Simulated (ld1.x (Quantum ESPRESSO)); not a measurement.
# Before and after: TM potential for antimony (Sb)

```
Element                 : antimony (Sb)
Generator               : ld1.x (Quantum ESPRESSO) 7.5
Type                    : norm-conserving Troullier–Martins (Kleinman–Bylander form)
Functional              : LDA (PZ)
Relativity              : scalar-relativistic
Frozen core             : [Kr] 4d10
Valence charge          : 5
Reference configuration : 5s2 5p3
Partial waves           : 5p (bound): rc 2.50 bohr; 5s (bound): rc 2.00 bohr
Local potential         : the s channel
Core correction         : none
```

All-electron outer shells of the reference configuration (LDA (PZ), scalar-relativistic, ld1.x):

| shell | level (eV) | outermost node (bohr) | outermost maximum (bohr) |
| --- | --- | --- | --- |
| 4p | -101.60 | 0.39 | 0.76 |
| 4d | -33.55 | 0.38 | 0.84 |
| 5s | -13.09 | 0.95 | 1.88 |
| 5p | -5.00 | 1.04 | 2.32 |

Change: all radii scaled by about 0.89 (s 1.78, p 2.22 bohr).

Cutoffs: the cutoffs (Ry, on a coarse ladder) from which the occupation-weighted sum of valence levels, in a spherical-Bessel basis at the reference potential, stays within 10 and 1 mRy of its value at 400 Ry; they do not see the model core or the augmentation charge, which bear on the density cutoff. Errors are all-electron minus pseudo energies relative to the spin-unpolarised reference configuration.

Problem. What does the change do?

Solution. The potential gets harder (25 Ry and 35 Ry → 25 Ry and 50 Ry); the errors of the 9 common tests hardly move; neither file shows a bound ghost. A smaller radius makes the pseudo-wave follow the all-electron one further in, where it bends more sharply, so more plane waves are needed.

| quantity | base | changed |
| --- | --- | --- |
| cutoff, loose | 25 Ry | 25 Ry |
| cutoff, tight | 35 Ry | 50 Ry |
| loose cutoff by channel (10 mRy a level) | p 8 Ry, s 12 Ry | p 10 Ry, s 18 Ry |
| bound ghosts | none | none |
| error for 5s2 5p2, meV [ΔE 8.52 eV] | +3.1 | +3.3 |
| error for 5s2 5p1, meV [ΔE 24.77 eV] | +28 | +30 |
| error for 5s2 5p0, meV [ΔE 49.56 eV] | +114 | +124 |
| error for 5s2 5p2.5, meV [ΔE 3.36 eV] | +0.2 | +0.3 |
| error for 5s1 5p4, meV [ΔE 8.21 eV] | +9.5 | +8.3 |
| error for 5s0 5p5, meV [ΔE 16.65 eV] | +45 | +40 |
| error for 5s1 5p0, meV [ΔE 94.38 eV] | +490 | +507 |
| error for 5s2 5p3 (spin-polarised), meV [ΔE -1.09 eV] | +182 | +185 |
| error for 5s2 5p2 (spin-polarised), meV [ΔE 7.93 eV] | +124 | +125 |
